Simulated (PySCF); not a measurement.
C₄H₉FOSi₂.
Numbering: `[CH3:1][C@:2]1([F:3])[CH2:4][C:5](=[O:6])[SiH2:7][SiH2:8]1` (hydrogens: H9, H10, H11 on C1; H12, H13 on C4; H14, H15 on Si7; H16, H17 on Si8)

Computed with PBE0-D3(BJ)/def2-SVP geometry optimisation, gas phase in PySCF 2.14.0.

Some entries are withheld. Bonds in one row agree within 0.01 Å.

```json
{"coordinate": "C1–C2", "value": "1.510 Å"}
{"coordinate": "C2–F3", "value": "?"}
{"coordinate": "C2–C4", "value": "?"}
{"coordinate": "C4–C5", "value": "?"}
{"coordinate": "C5=O6", "value": "1.204 Å"}
{"coordinate": "C5–Si7", "value": "1.969 Å"}
{"coordinate": "Si7–Si8", "value": "?"}
{"coordinate": "C2–Si8", "value": "1.938 Å"}
{"coordinate": "C1–H9, C1–H10, C1–H11", "value": "1.100 Å"}
{"coordinate": "C4–H12", "value": "1.106 Å"}
{"coordinate": "C4–H13", "value": "1.103 Å"}
{"coordinate": "Si7–H14", "value": "1.492 Å"}
{"coordinate": "Si7–H15", "value": "1.490 Å"}
{"coordinate": "Si8–H16", "value": "1.490 Å"}
{"coordinate": "Si8–H17", "value": "1.497 Å"}
{"coordinate": "C1–C2–F3", "value": "108.1°"}
{"coordinate": "C1–C2–C4", "value": "113.7°"}
{"coordinate": "C1–C2–Si8", "value": "116.3°"}
{"coordinate": "F3–C2–C4", "value": "?"}
{"coordinate": "F3–C2–Si8", "value": "?"}
{"coordinate": "C4–C2–Si8", "value": "109.2°"}
{"coordinate": "C2–C4–C5", "value": "112.3°"}
{"coordinate": "C4–C5–O6", "value": "122.6°"}
{"coordinate": "C4–C5–Si7", "value": "113.8°"}
{"coordinate": "O6–C5–Si7", "value": "123.7°"}
{"coordinate": "C5–Si7–Si8", "value": "?"}
{"coordinate": "C2–Si8–Si7", "value": "91.1°"}
```

Task: Estimate the withheld lengths and angles.

Result: 
- C2–F3 = 1.412 Å, drawn single (sp3 C–F carbon to alkyl fluorine); 0.08 Å above the sum of covalent radii, 1.33 Å.
- C2–C4 = 1.521 Å, drawn single (sp3 C–F carbon to sp3 carbon next to a carbonyl); equal to the sum of covalent radii, 1.52 Å.
- C4–C5 = 1.527 Å, drawn single (sp3 carbon next to a carbonyl to carbonyl carbon); 0.04 Å above the sum of covalent radii, 1.49 Å.
- Si7–Si8 = 2.328 Å, drawn single (both ends SiH2 silicon); 0.11 Å above the sum of covalent radii, 2.22 Å.
- F3–C2–C4 = 105.8°, at the sp3 C–F carbon; the outer atoms are 2.340 Å apart.
- F3–C2–Si8 = 102.7°, at the sp3 C–F carbon; the outer atoms are 2.637 Å apart.
- C5–Si7–Si8 = 92.2°, at the SiH2 silicon, inside a 5-membered ring; the outer atoms are 3.106 Å apart.

Radii are Cordero's, carbon taken as 0.76, 0.73 or 0.69 Å for four, three, and two or fewer neighbours.

No PBE0-D3(BJ)/def2-SVP frequencies stand behind this structure, so it isn't proved a minimum. One conformer, not necessarily the lowest (C1–C2–C4–C5 176°, C2–C4–C5–O6 -148°, C4–C5–Si7–Si8 -3°, C5–Si7–Si8–C2 -20°).
